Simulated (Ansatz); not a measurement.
Z-matrix (Å, degrees):
```
C
Sb 1 2.159
H 1 1.090 2 109.6
H 1 1.091 2 108.8 3 118.8
H 1 1.089 2 110.6 3 -120.9
C 2 2.159 1 95.0 3 166.8
H 2 1.715 1 93.8 3 72.6
H 6 1.089 2 110.6 1 -45.9
H 6 1.091 2 108.8 1 74.5
H 6 1.090 2 109.6 1 -166.8
```

Total charge 0; spin multiplicity 1. Sb takes the def2 core potential.

(1) List the ωB97M-V/def2-TZVPP orbital energies in eV (the Gaussian-basis code of Ansatz). (Best estimate.)

## Answers

(1) Ansatz gave: Occupied: -281.24, -281.24, -159.28, -110.76, -110.74, -110.60, -38.17, -38.16, -38.03, -38.02, -37.95, -22.52, -21.68, -17.25, -14.10, -14.03, -13.60, -13.54, -10.91, -10.55, -8.77. Lowest empty: 1.51, 1.70, 2.72, 3.26, 3.90, 4.43, 4.57, 4.94.
